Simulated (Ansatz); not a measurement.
Reactions of FH$_{7}$OSi$_{3}$, SMILES `F[SiH2]O[SiH2][SiH3]`.

Computed with Ansatz on PBE0-D4/def2-TZVP structures; ΔE is electronic, products minus reactants. CCSD(T)/CBS adds triple-zeta CCSD(T) − MP2 to the extrapolated MP2 energy (def2 sets, frozen cores). This one scheme is used for every species. For Sc outer-core shells are correlated without core-valence functions, which leaves a few kJ/mol of doubt a bond. Scalar relativity is left out up to krypton. One conformer a species, not always the lowest.

Question: Order these by ΔE at CCSD(T)/CBS, lowest first. (An estimate is asked.)
A. `F[SiH2]O[SiH2][SiH3]` + `OCO` → `OCO[SiH2]F` + `O[SiH2][SiH3]`
B. `F[SiH2]O[SiH2][SiH3]` + `[OH][Sc]([Cl])[Cl]` → `[SiH3][O][Sc]([Cl])[Cl]` + `F[SiH2]O[SiH3]`
C. `F[SiH2]O[SiH2][SiH3]` + `OBS` → `OB(S)[SiH2][SiH3]` + `O[SiH2]F`
D. `F[SiH2]O[SiH2][SiH3]` + `N[SiH](O)S` → `N[SiH](O)S[SiH3]` + `F[SiH2]O[SiH3]`
E. `F[SiH2]O[SiH2][SiH3]` + H₂S → `[SiH3][SiH2]S` + `O[SiH2]F`
F. `F[SiH2]O[SiH2][SiH3]` → `F[SiH2]O[SiH3]` + `[SiH2]`

Answer: B (-1.20 eV), D (-0.72 eV), A (+0.27 eV), E (+0.43 eV), C (+1.11 eV), F (+2.39 eV).

Largest T1 diagnostic: 0.015, for `[OH][Sc]([Cl])[Cl]`.
